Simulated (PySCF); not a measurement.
Radial density of Ti⁺ (titanium, charge +1)

UHF, [Ar] 3d2 4s1, high-spin 4F determinant. All numbers are calculated (PySCF 2.14, scalar relativity by spin-free X2C-1e, in cc-pVTZ-DK (7s6p4d2f1g, 68 functions)).

| r (bohr) | 4πr²ρ (e/bohr) | 4πr²(ρα − ρβ) |
| --- | --- | --- |
| 0.00124 | 0.1784 | 0.0001 |
| 0.00209 | 0.4562 | 0.0002 |
| 0.00351 | 1.142 | 0.0005 |
| 0.00591 | 2.757 | 0.0011 |
| 0.00994 | 6.253 | 0.0025 |
| 0.0167 | 12.70 | 0.0049 |
| 0.0281 | 21.30 | 0.0074 |
| 0.0473 | 26.18 | 0.0061 |
| 0.0795 | 21.80 | -0.0011 |
| 0.134 | 20.74 | 0.0092 |
| 0.225 | 28.11 | 0.0801 |
| 0.379 | 15.76 | 0.3279 |
| 0.637 | 8.290 | 1.0127 |
| 1.07 | 9.193 | 1.3091 |
| 1.80 | 2.350 | 0.8707 |
| 3.03 | 0.5377 | 0.5092 |
| 5.10 | 0.09099 | 0.0910 |
| 8.57 | 0.0009883 | 0.0010 |

Densities and radii are taken from the X2C orbitals without a picture-change correction, which distorts them close to the nucleus.
